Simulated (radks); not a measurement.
The numbers below are computed, except where a source is named.
How relativity changes the ionisation of the vanadium ion V2+ ([Ar] 3d3) to V3+ ([Ar] 3d2). Spin-unpolarised spherical Kohn-Sham, BLYP, point nucleus unless stated (finite: rms radius 3.6002 fm), a radial shooting solver on a logarithmic mesh with Libxc functionals. A level marked "c x" has the speed of light scaled by that factor and shares open shells by 2j + 1; other Dirac levels either fill j = l - 1/2 first or share by 2j + 1.

level	E(V2+) (hartree)	E(V3+) (hartree)	IE (eV)	HOMO	<r> HOMO (bohr)
non-rel.	-943.05507	-941.98704	29.063	3d	1.321
scalar-rel.	-948.47451	-947.41265	28.895	3d	1.328
scalar-rel., finite nucleus	-948.47229	-947.41043	28.895	3d	1.328
Dirac, 2j+1 shares	-948.48604	-947.42420	28.894	3d5/2	1.330
Dirac, low j first	-948.49073	-947.42792	28.920	3d3/2	1.327
Dirac, 2j+1 shares, finite nucleus	-948.48382	-947.42198	28.894	3d5/2	1.330
Dirac, c x 1.25	-946.51354	-945.44947	28.955	3d5/2	1.327
Dirac, c x 1.5	-945.45030	-944.38502	28.988	3d5/2	1.325
Dirac, c x 2	-944.39879	-943.33230	29.021	3d5/2	1.323

NIST Atomic Spectra Database: 29.311 eV (measured). The relativistic part of the total energy of V2+ is -5.429 hartree (Dirac, 2j+1 shares, finite nucleus), 0.58 % of the non-relativistic value. Spin polarisation and multiplet splitting of open shells are left out at every level.

Beside tabulated values, note that spin-unpolarised runs miss the spin-polarisation part of the exchange energy of open shells.
